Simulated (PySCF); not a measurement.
Al(F)(Br)(NH2) (AlBrFH2N), SMILES [NH2][Al]([F])[Br]. Atoms are numbered in the order given.

```xyz
6

Al     0.0692    -0.9419     0.0000
F      1.5585    -1.6724     0.0000
Br    -0.0440     1.2927     0.0000
N     -1.3814    -1.9229     0.0000
H     -2.3246    -1.5530     0.0000
H     -1.3926    -2.9363     0.0000
```

The structure is a stationary point at PBE0-D3(BJ)/def2-SVP. One conformer was computed; it need not be the lowest.

The numbers are results of C-PCM-B3LYP/def2-SVP in PySCF, not measurements.

The values are the electrostatic part of the solvation free energy, E(continuum) − E(gas) at the gas-phase geometry, in a cavity of scaled van der Waals radii (PySCF's table); cavitation and dispersion terms are not included. A continuum can't describe solvent molecules that bind to the metal. In vacuum the orbital gap is 6.73 eV. The dipole moment in vacuum is 2.62 D.

```tsv
solvent	ε	ΔG(elec) (kcal/mol)	dipole (D)	gap (eV)
water	78.36	-6.4	3.14	6.64
dimethylsulfoxide	46.83	-6.3	3.14	6.64
1-octanol	9.86	-5.8	3.09	6.65
```
